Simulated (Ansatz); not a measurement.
A short molecular-dynamics run on C₂H₆Cl₂NY, SMILES `C[N](C)[Y]([Cl])[Cl]`.

```yaml
crystal:
  periodic: [false, false, false]
  atoms:
    - {symbol: C, position_ang: [-0.378488, -0.537963, 1.320684]}
    - {symbol: N, position_ang: [0.018525, -0.044573, 0.021867]}
    - {symbol: C, position_ang: [0.985841, -0.910620, -0.612611]}
    - {symbol: Y, position_ang: [-0.720396, 1.716994, -0.839555]}
    - {symbol: Cl, position_ang: [0.163944, 2.282445, -3.076345]}
    - {symbol: Cl, position_ang: [-2.367404, 2.973662, 0.507475]}
    - {symbol: H, position_ang: [0.478166, -0.618186, 2.005810]}
    - {symbol: H, position_ang: [-0.835793, -1.536034, 1.255409]}
    - {symbol: H, position_ang: [-1.111074, 0.129297, 1.787377]}
    - {symbol: H, position_ang: [1.275673, -0.522910, -1.595166]}
    - {symbol: H, position_ang: [0.588492, -1.925159, -0.762386]}
    - {symbol: H, position_ang: [1.902524, -1.006963, -0.012549]}
basis:
  gaussian: {orbitals: def2-SVP}
hamiltonian: {xc: {name: BLYP}}
md: {timestep: 2 fs, n_steps: 50, ensemble: nve, temperature: 500, initial_velocities: maxwell_boltzmann, seed: 760}
```

```sh
$ ansatz run in.yaml --threads 4 --pin off --events-out ev --progress --plain --max-ram 11315MiB
```

```json
{"step": "0", "time (fs)": "0.0", "potential energy (eV)": "-29741.8721", "kinetic (eV)": "0.6463", "T (K)": "500", "conserved (eV)": "-29741.2258"}
{"step": "1", "time (fs)": "2.0", "potential energy (eV)": "-29741.7156", "kinetic (eV)": "0.5382", "T (K)": "416", "conserved (eV)": "-29741.1774"}
{"step": "2", "time (fs)": "4.0", "potential energy (eV)": "-29741.5443", "kinetic (eV)": "0.3928", "T (K)": "304", "conserved (eV)": "-29741.1515"}
{"step": "3", "time (fs)": "6.0", "potential energy (eV)": "-29741.7373", "kinetic (eV)": "0.5344", "T (K)": "413", "conserved (eV)": "-29741.2029"}
{"step": "4", "time (fs)": "8.0", "potential energy (eV)": "-29741.6160", "kinetic (eV)": "0.4350", "T (K)": "336", "conserved (eV)": "-29741.1811"}
{"step": "5", "time (fs)": "10.0", "potential energy (eV)": "-29741.6223", "kinetic (eV)": "0.4524", "T (K)": "350", "conserved (eV)": "-29741.1699"}
{"step": "6", "time (fs)": "12.0", "potential energy (eV)": "-29741.8248", "kinetic (eV)": "0.6114", "T (K)": "473", "conserved (eV)": "-29741.2135"}
{"step": "7", "time (fs)": "14.0", "potential energy (eV)": "-29741.5743", "kinetic (eV)": "0.4191", "T (K)": "324", "conserved (eV)": "-29741.1552"}
{"step": "8", "time (fs)": "16.0", "potential energy (eV)": "-29741.6226", "kinetic (eV)": "0.4538", "T (K)": "351", "conserved (eV)": "-29741.1688"}
{"step": "9", "time (fs)": "18.0", "potential energy (eV)": "-29741.7671", "kinetic (eV)": "0.5450", "T (K)": "422", "conserved (eV)": "-29741.2221"}
{"step": "10", "time (fs)": "20.0", "potential energy (eV)": "-29741.4622", "kinetic (eV)": "0.3370", "T (K)": "261", "conserved (eV)": "-29741.1252"}
{"step": "11", "time (fs)": "22.0", "potential energy (eV)": "-29741.6892", "kinetic (eV)": "0.4675", "T (K)": "362", "conserved (eV)": "-29741.2217"}
{"step": "12", "time (fs)": "24.0", "potential energy (eV)": "-29741.5939", "kinetic (eV)": "0.4103", "T (K)": "317", "conserved (eV)": "-29741.1836"}
{"step": "13", "time (fs)": "26.0", "potential energy (eV)": "-29741.4370", "kinetic (eV)": "0.2814", "T (K)": "218", "conserved (eV)": "-29741.1556"}
{"step": "14", "time (fs)": "28.0", "potential energy (eV)": "-29741.6277", "kinetic (eV)": "0.4281", "T (K)": "331", "conserved (eV)": "-29741.1997"}
{"step": "15", "time (fs)": "30.0", "potential energy (eV)": "-29741.5662", "kinetic (eV)": "0.3675", "T (K)": "284", "conserved (eV)": "-29741.1987"}
{"step": "16", "time (fs)": "32.0", "potential energy (eV)": "-29741.4617", "kinetic (eV)": "0.3061", "T (K)": "237", "conserved (eV)": "-29741.1556"}
{"step": "17", "time (fs)": "34.0", "potential energy (eV)": "-29741.6558", "kinetic (eV)": "0.4434", "T (K)": "343", "conserved (eV)": "-29741.2124"}
{"step": "18", "time (fs)": "36.0", "potential energy (eV)": "-29741.4167", "kinetic (eV)": "0.2585", "T (K)": "200", "conserved (eV)": "-29741.1582"}
{"step": "19", "time (fs)": "38.0", "potential energy (eV)": "-29741.4155", "kinetic (eV)": "0.2522", "T (K)": "195", "conserved (eV)": "-29741.1633"}
{"step": "20", "time (fs)": "40.0", "potential energy (eV)": "-29741.5786", "kinetic (eV)": "0.3653", "T (K)": "283", "conserved (eV)": "-29741.2132"}
{"step": "21", "time (fs)": "42.0", "potential energy (eV)": "-29741.3566", "kinetic (eV)": "0.2186", "T (K)": "169", "conserved (eV)": "-29741.1380"}
{"step": "22", "time (fs)": "44.0", "potential energy (eV)": "-29741.5690", "kinetic (eV)": "0.3603", "T (K)": "279", "conserved (eV)": "-29741.2087"}
{"step": "23", "time (fs)": "46.0", "potential energy (eV)": "-29741.5970", "kinetic (eV)": "0.4041", "T (K)": "313", "conserved (eV)": "-29741.1929"}
{"step": "24", "time (fs)": "48.0", "potential energy (eV)": "-29741.4443", "kinetic (eV)": "0.2852", "T (K)": "221", "conserved (eV)": "-29741.1591"}
{"step": "25", "time (fs)": "50.0", "potential energy (eV)": "-29741.5836", "kinetic (eV)": "0.3956", "T (K)": "306", "conserved (eV)": "-29741.1880"}
{"step": "26", "time (fs)": "52.0", "potential energy (eV)": "-29741.5955", "kinetic (eV)": "0.3830", "T (K)": "296", "conserved (eV)": "-29741.2125"}
{"step": "27", "time (fs)": "54.0", "potential energy (eV)": "-29741.3834", "kinetic (eV)": "0.2471", "T (K)": "191", "conserved (eV)": "-29741.1363"}
{"step": "28", "time (fs)": "56.0", "potential energy (eV)": "-29741.6309", "kinetic (eV)": "0.4185", "T (K)": "324", "conserved (eV)": "-29741.2125"}
{"step": "29", "time (fs)": "58.0", "potential energy (eV)": "-29741.4989", "kinetic (eV)": "0.3292", "T (K)": "255", "conserved (eV)": "-29741.1697"}
{"step": "30", "time (fs)": "60.0", "potential energy (eV)": "-29741.4518", "kinetic (eV)": "0.2950", "T (K)": "228", "conserved (eV)": "-29741.1568"}
{"step": "31", "time (fs)": "62.0", "potential energy (eV)": "-29741.6579", "kinetic (eV)": "0.4468", "T (K)": "346", "conserved (eV)": "-29741.2111"}
{"step": "32", "time (fs)": "64.0", "potential energy (eV)": "-29741.4586", "kinetic (eV)": "0.2976", "T (K)": "230", "conserved (eV)": "-29741.1610"}
{"step": "33", "time (fs)": "66.0", "potential energy (eV)": "-29741.4880", "kinetic (eV)": "0.3011", "T (K)": "233", "conserved (eV)": "-29741.1869"}
{"step": "34", "time (fs)": "68.0", "potential energy (eV)": "-29741.5663", "kinetic (eV)": "0.3647", "T (K)": "282", "conserved (eV)": "-29741.2016"}
{"step": "35", "time (fs)": "70.0", "potential energy (eV)": "-29741.3629", "kinetic (eV)": "0.2053", "T (K)": "159", "conserved (eV)": "-29741.1577"}
{"step": "36", "time (fs)": "72.0", "potential energy (eV)": "-29741.4509", "kinetic (eV)": "0.2756", "T (K)": "213", "conserved (eV)": "-29741.1753"}
{"step": "37", "time (fs)": "74.0", "potential energy (eV)": "-29741.5633", "kinetic (eV)": "0.3454", "T (K)": "267", "conserved (eV)": "-29741.2179"}
{"step": "38", "time (fs)": "76.0", "potential energy (eV)": "-29741.3313", "kinetic (eV)": "0.1968", "T (K)": "152", "conserved (eV)": "-29741.1345"}
{"step": "39", "time (fs)": "78.0", "potential energy (eV)": "-29741.5705", "kinetic (eV)": "0.3572", "T (K)": "276", "conserved (eV)": "-29741.2134"}
{"step": "40", "time (fs)": "80.0", "potential energy (eV)": "-29741.4921", "kinetic (eV)": "0.3106", "T (K)": "240", "conserved (eV)": "-29741.1815"}
{"step": "41", "time (fs)": "82.0", "potential energy (eV)": "-29741.3771", "kinetic (eV)": "0.2225", "T (K)": "172", "conserved (eV)": "-29741.1546"}
{"step": "42", "time (fs)": "84.0", "potential energy (eV)": "-29741.5846", "kinetic (eV)": "0.3809", "T (K)": "295", "conserved (eV)": "-29741.2037"}
{"step": "43", "time (fs)": "86.0", "potential energy (eV)": "-29741.4862", "kinetic (eV)": "0.2975", "T (K)": "230", "conserved (eV)": "-29741.1888"}
{"step": "44", "time (fs)": "88.0", "potential energy (eV)": "-29741.3882", "kinetic (eV)": "0.2324", "T (K)": "180", "conserved (eV)": "-29741.1558"}
{"step": "45", "time (fs)": "90.0", "potential energy (eV)": "-29741.5982", "kinetic (eV)": "0.3877", "T (K)": "300", "conserved (eV)": "-29741.2105"}
{"step": "46", "time (fs)": "92.0", "potential energy (eV)": "-29741.4305", "kinetic (eV)": "0.2715", "T (K)": "210", "conserved (eV)": "-29741.1589"}
{"step": "47", "time (fs)": "94.0", "potential energy (eV)": "-29741.4883", "kinetic (eV)": "0.3214", "T (K)": "249", "conserved (eV)": "-29741.1669"}
{"step": "48", "time (fs)": "96.0", "potential energy (eV)": "-29741.6631", "kinetic (eV)": "0.4478", "T (K)": "346", "conserved (eV)": "-29741.2153"}
{"step": "49", "time (fs)": "98.0", "potential energy (eV)": "-29741.4257", "kinetic (eV)": "0.2763", "T (K)": "214", "conserved (eV)": "-29741.1494"}
{"step": "50", "time (fs)": "100.0", "potential energy (eV)": "-29741.5398", "kinetic (eV)": "0.3381", "T (K)": "262", "conserved (eV)": "-29741.2018"}
```

Velocities are drawn at the set temperature; a run this short doesn't reach equilibrium.

Frames (Å, forces in eV/Å):

```xyz
12
time=0.0 fs
C    -0.378   -0.538    1.321   -0.077    0.058    0.068
N     0.019   -0.045    0.022   -0.024    0.060   -0.032
C     0.986   -0.911   -0.613    0.044    0.025   -0.105
Y    -0.720    1.717   -0.840   -0.165    0.390   -0.188
Cl    0.164    2.282   -3.076    0.103    0.085   -0.285
Cl   -2.367    2.974    0.507   -0.209    0.169    0.158
H     0.478   -0.618    2.006    0.409   -0.077    0.390
H    -0.836   -1.536    1.255   -0.229   -0.524    0.026
H    -1.111    0.129    1.787   -0.355    0.298    0.256
H     1.276   -0.523   -1.595    0.163    0.157   -0.478
H     0.588   -1.925   -0.762   -0.149   -0.545   -0.087
H     1.903   -1.007   -0.013    0.489   -0.098    0.277
12
time=6.0 fs
C    -0.358   -0.554    1.362   -0.855   -0.212    0.966
N     0.004   -0.031    0.063    0.277   -0.705    0.129
C     0.944   -0.903   -0.625    0.506   -0.254    0.606
Y    -0.704    1.702   -0.839   -0.467    1.016   -0.368
Cl    0.160    2.317   -3.108    0.002   -0.055    0.050
Cl   -2.384    2.976    0.506    0.054   -0.031   -0.051
H     0.496   -0.730    2.107   -0.404    0.367   -0.690
H    -0.918   -1.551    1.333    0.391    0.528   -0.218
H    -1.084    0.182    1.791    0.236   -0.325    0.398
H     1.224   -0.484   -1.627    0.099   -0.250    0.300
H     0.472   -1.924   -0.756    0.545    0.281   -0.081
H     1.855   -0.975    0.072   -0.384   -0.360   -1.041
12
time=12.0 fs
C    -0.363   -0.570    1.418    0.108    1.098    0.683
N    -0.005   -0.032    0.107    0.281   -0.547    0.164
C     0.904   -0.899   -0.628    1.076   -0.545    0.476
Y    -0.690    1.690   -0.840   -0.552    1.192   -0.416
Cl    0.156    2.351   -3.140   -0.085   -0.169    0.343
Cl   -2.399    2.977    0.504    0.269   -0.193   -0.213
H     0.521   -0.768    2.104   -0.319    0.140   -0.477
H    -0.933   -1.498    1.345   -0.317   -0.710   -0.066
H    -1.024    0.181    1.938    0.276   -0.400   -0.070
H     1.213   -0.491   -1.625   -0.193    0.021    0.232
H     0.474   -1.918   -0.789    0.001    0.024   -0.114
H     1.865   -1.067   -0.025   -0.544    0.090   -0.541
12
time=18.0 fs
C    -0.376   -0.572    1.480    0.309   -1.209   -0.936
N    -0.007   -0.046    0.155    0.011    0.051   -0.007
C     0.879   -0.908   -0.625    0.360   -0.679    0.201
Y    -0.678    1.683   -0.843   -0.493    1.007   -0.296
Cl    0.151    2.384   -3.168   -0.148   -0.264    0.575
Cl   -2.412    2.977    0.500    0.431   -0.311   -0.332
H     0.548   -0.785    2.047    0.191   -0.333    0.290
H    -0.968   -1.539    1.349    0.389    0.553    0.382
H    -0.946    0.120    2.098   -0.518    0.558    0.040
H     1.157   -0.472   -1.600   -0.166    0.353   -0.329
H     0.469   -1.921   -0.854   -0.339    0.010    0.025
H     1.870   -1.146   -0.165   -0.028    0.264    0.387
12
time=24.0 fs
C    -0.379   -0.589    1.528    1.787    0.208    0.785
N    -0.009   -0.061    0.203   -0.119    0.021   -0.163
C     0.859   -0.931   -0.623    0.596    0.042   -0.274
Y    -0.667    1.680   -0.847   -0.391    0.733   -0.079
Cl    0.145    2.414   -3.191   -0.191   -0.335    0.735
Cl   -2.421    2.974    0.493    0.533   -0.376   -0.418
H     0.619   -0.895    2.057   -1.273    0.393   -0.221
H    -0.954   -1.519    1.449   -0.446   -0.448   -0.014
H    -0.944    0.143    2.207    0.569   -0.536   -0.897
H     1.034   -0.376   -1.611    0.083   -0.543    0.622
H     0.367   -1.916   -0.915    0.355    0.486    0.333
H     1.929   -1.167   -0.182   -1.502    0.354   -0.408
12
time=30.0 fs
C    -0.351   -0.614    1.575   -0.830   -0.943   -1.700
N    -0.013   -0.074    0.247   -0.132    0.078   -0.396
C     0.835   -0.945   -0.625   -2.073    1.252    0.510
Y    -0.658    1.679   -0.851   -0.333    0.422    0.202
Cl    0.137    2.441   -3.207   -0.198   -0.393    0.819
Cl   -2.425    2.967    0.482    0.574   -0.390   -0.446
H     0.512   -0.943    2.110    1.467   -0.272    0.882
H    -1.014   -1.539    1.552    0.183    0.464   -0.263
H    -0.872    0.126    2.148   -0.563    0.868    0.722
H     0.959   -0.384   -1.551    0.477    0.199   -0.903
H     0.318   -1.865   -0.900   -0.152   -0.817   -0.042
H     1.791   -1.134   -0.201    1.580   -0.469    0.617
12
time=36.0 fs
C    -0.328   -0.651    1.602    0.372    1.075    1.241
N    -0.020   -0.086    0.280    0.150    0.113   -0.744
C     0.776   -0.933   -0.617    1.630   -0.933    0.263
Y    -0.651    1.681   -0.854   -0.246    0.212    0.266
Cl    0.127    2.464   -3.214   -0.212   -0.409    0.875
Cl   -2.423    2.956    0.466    0.565   -0.363   -0.444
H     0.593   -0.985    2.284   -1.214    0.484   -1.361
H    -1.065   -1.487    1.575    0.208   -0.165   -0.113
H    -0.845    0.198    2.172    0.428   -0.888   -0.219
H     1.005   -0.412   -1.627   -0.309   -0.431    0.926
H     0.284   -1.952   -0.863    0.453    0.936    0.203
H     1.863   -1.188   -0.144   -1.827    0.369   -0.893
12
time=42.0 fs
C    -0.307   -0.664    1.639   -1.976    1.060   -2.227
N    -0.025   -0.092    0.297   -0.393    1.078   -0.397
C     0.740   -0.936   -0.599   -1.415    0.167    0.217
Y    -0.644    1.683   -0.857   -0.170   -0.029    0.390
Cl    0.115    2.482   -3.213   -0.177   -0.415    0.824
Cl   -2.416    2.942    0.446    0.462   -0.276   -0.357
H     0.530   -0.959    2.192    2.188   -0.944    0.990
H    -1.052   -1.484    1.562    0.120   -0.288    0.124
H    -0.773    0.129    2.216   -0.487    0.493    0.523
H     0.983   -0.499   -1.559   -0.143    0.788   -1.065
H     0.302   -1.902   -0.801   -0.917   -1.057   -0.351
H     1.671   -1.190   -0.226    2.908   -0.576    1.330
12
time=48.0 fs
C    -0.307   -0.652    1.647    1.171   -0.807    0.086
N    -0.038   -0.076    0.304   -0.404    0.443    0.137
C     0.706   -0.953   -0.575    1.501   -1.142   -0.351
Y    -0.638    1.685   -0.858   -0.109    0.063    0.197
Cl    0.102    2.497   -3.204   -0.147   -0.395    0.747
Cl   -2.404    2.925    0.423    0.307   -0.162   -0.242
H     0.710   -1.058    2.132   -1.602    0.737   -0.637
H    -0.991   -1.567    1.581    0.429    0.639    0.064
H    -0.776    0.097    2.343    0.260   -0.325   -0.400
H     0.881   -0.449   -1.612   -0.108   -0.542    1.002
H     0.163   -1.964   -0.796    0.669    1.032    0.242
H     1.815   -1.237   -0.146   -1.969    0.459   -0.844
12
time=54.0 fs
C    -0.287   -0.650    1.643   -0.848    0.996   -0.857
N    -0.062   -0.047    0.313   -0.219   -0.023    0.006
C     0.695   -0.988   -0.555   -3.090    2.116   -0.102
Y    -0.633    1.687   -0.858   -0.081    0.085    0.179
Cl    0.086    2.508   -3.188   -0.063   -0.366    0.549
Cl   -2.389    2.906    0.397    0.066    0.018   -0.069
H     0.639   -1.024    1.986    1.920   -0.433    1.103
H    -0.890   -1.556    1.606   -0.843   -0.609   -0.261
H    -0.739    0.022    2.404    0.107    0.154   -0.273
H     0.772   -0.491   -1.511    0.521    0.310   -1.319
H     0.130   -1.876   -0.752   -0.605   -1.450   -0.118
H     1.635   -1.207   -0.209    3.136   -0.799    1.161
12
time=60.0 fs
C    -0.265   -0.645    1.625    0.960   -1.388    0.519
N    -0.089   -0.022    0.321    0.698   -1.077   -0.483
C     0.647   -0.991   -0.538    1.014   -0.325   -0.792
Y    -0.628    1.690   -0.857   -0.004    0.170   -0.125
Cl    0.071    2.516   -3.166    0.000   -0.292    0.358
Cl   -2.374    2.888    0.370   -0.184    0.200    0.110
H     0.787   -0.997    2.039   -1.470    0.354   -0.445
H    -0.932   -1.593    1.569    0.692    0.894    0.078
H    -0.686    0.016    2.393   -0.250    0.364    0.046
H     0.796   -0.543   -1.604   -0.098   -0.508    1.012
H     0.067   -1.991   -0.695    0.706    1.074    0.259
H     1.766   -1.274   -0.158   -2.064    0.535   -0.537
12
time=66.0 fs
C    -0.232   -0.653    1.617   -0.561    2.505    0.728
N    -0.101   -0.018    0.318    0.654   -0.431   -0.816
C     0.608   -0.989   -0.537   -0.797    0.597    0.236
Y    -0.623    1.693   -0.857    0.102   -0.054   -0.019
Cl    0.055    2.520   -3.141    0.101   -0.212    0.067
Cl   -2.360    2.872    0.345   -0.469    0.409    0.311
H     0.726   -0.929    2.058    0.735   -0.403    0.161
H    -0.876   -1.504    1.547   -0.787   -1.348    0.133
H    -0.687    0.081    2.346    0.052   -0.455   -0.308
H     0.813   -0.683   -1.552   -0.125    0.663   -1.190
H     0.113   -1.947   -0.585   -0.907   -1.001   -0.218
H     1.562   -1.245   -0.159    2.002   -0.270    0.915
12
time=72.0 fs
C    -0.217   -0.624    1.624   -0.382   -1.103   -0.122
N    -0.097   -0.028    0.297    0.105   -0.189    0.086
C     0.570   -0.988   -0.536    1.875   -1.658   -0.161
Y    -0.617    1.696   -0.857    0.210   -0.156   -0.036
Cl    0.040    2.523   -3.116    0.178   -0.111   -0.205
Cl   -2.351    2.859    0.323   -0.693    0.556    0.471
H     0.787   -0.954    2.079   -0.722    0.391   -0.424
H    -0.877   -1.588    1.583    0.756    1.010    0.106
H    -0.715    0.084    2.281   -0.224    0.332    0.665
H     0.757   -0.692   -1.637   -0.267   -0.054    1.009
H     0.012   -2.002   -0.533    0.515    0.834   -0.263
H     1.633   -1.229   -0.042   -1.350    0.147   -1.126
12
time=78.0 fs
C    -0.222   -0.598    1.632    0.647    1.155    0.289
N    -0.092   -0.040    0.278   -0.405    0.230    0.865
C     0.564   -1.020   -0.539   -0.058    0.162   -0.057
Y    -0.611    1.699   -0.857    0.258   -0.370    0.242
Cl    0.027    2.524   -3.092    0.272   -0.015   -0.518
Cl   -2.349    2.852    0.305   -0.839    0.649    0.566
H     0.791   -0.905    2.041   -0.327    0.462    0.025
H    -0.767   -1.530    1.644   -0.832   -0.993   -0.171
H    -0.749    0.100    2.333    0.373   -0.158   -0.212
H     0.640   -0.671   -1.572    0.289    0.152   -0.853
H    -0.019   -1.945   -0.566   -0.142   -0.828   -0.117
H     1.565   -1.221   -0.147    0.764   -0.446   -0.060
12
time=84.0 fs
C    -0.226   -0.559    1.639   -0.132   -0.949    0.112
N    -0.094   -0.050    0.277    0.176   -0.409    0.201
C     0.558   -1.053   -0.555    0.684   -0.258   -1.102
Y    -0.603    1.700   -0.856    0.203   -0.489    0.421
Cl    0.017    2.525   -3.073    0.332    0.074   -0.738
Cl   -2.354    2.852    0.293   -0.819    0.629    0.549
H     0.789   -0.761    2.050    0.085   -0.178    0.176
H    -0.787   -1.568    1.659    0.406    0.869    0.043
H    -0.712    0.117    2.367   -0.223    0.248   -0.262
H     0.602   -0.649   -1.630    0.142   -0.420    0.577
H    -0.029   -2.030   -0.631    0.387    0.531    0.149
H     1.660   -1.330   -0.279   -1.241    0.352   -0.126
12
time=90.0 fs
C    -0.228   -0.532    1.649    1.631    0.324    0.565
N    -0.091   -0.068    0.281    0.606   -0.477   -0.871
C     0.555   -1.085   -0.595    0.276    0.048    0.069
Y    -0.595    1.699   -0.853    0.052   -0.600    0.749
Cl    0.010    2.527   -3.062    0.370    0.107   -0.860
Cl   -2.368    2.857    0.286   -0.663    0.523    0.449
H     0.828   -0.655    2.128   -1.119   -0.228   -0.381
H    -0.767   -1.490    1.691   -0.144   -0.441    0.238
H    -0.732    0.199    2.310   -0.259    0.116   -0.164
H     0.607   -0.707   -1.635   -0.096    0.153   -0.373
H     0.014   -2.057   -0.661   -0.300    0.031    0.132
H     1.627   -1.393   -0.393   -0.354    0.444    0.449
12
time=96.0 fs
C    -0.210   -0.498    1.669   -1.825    0.124   -0.790
N    -0.075   -0.097    0.265    0.442   -0.114   -0.960
C     0.547   -1.110   -0.638    0.158    0.217    0.519
Y    -0.587    1.696   -0.848   -0.119   -0.604    0.960
Cl    0.006    2.530   -3.058    0.360    0.086   -0.823
Cl   -2.388    2.868    0.283   -0.424    0.357    0.310
H     0.729   -0.640    2.173    1.254   -0.004    0.629
H    -0.765   -1.477    1.784    0.082    0.350   -0.077
H    -0.819    0.298    2.185    0.400   -0.474    0.013
H     0.586   -0.739   -1.705   -0.035   -0.053    0.359
H    -0.028   -2.070   -0.653    0.046    0.062   -0.024
H     1.611   -1.362   -0.351   -0.340    0.052   -0.116
12
time=100.0 fs
C    -0.211   -0.478    1.674    0.613    0.643   -0.853
N    -0.058   -0.119    0.241   -0.137    0.560   -0.256
C     0.544   -1.125   -0.661   -1.131    0.740    1.616
Y    -0.582    1.693   -0.842   -0.242   -0.488    1.016
Cl    0.006    2.533   -3.061    0.332    0.030   -0.713
Cl   -2.404    2.877    0.283   -0.246    0.229    0.213
H     0.747   -0.626    2.251   -0.093    0.413   -0.296
H    -0.741   -1.404    1.842   -0.726   -1.081   -0.119
H    -0.835    0.314    2.118    0.136    0.158    0.447
H     0.562   -0.772   -1.682    0.123    0.423   -1.095
H    -0.039   -2.041   -0.646   -0.349   -0.954   -0.099
H     1.535   -1.318   -0.324    1.722   -0.673    0.138
```

Run time 40 s (4 threads of an AMD EPYC 9R45 on a shared host); peak host memory 0.23 GiB.
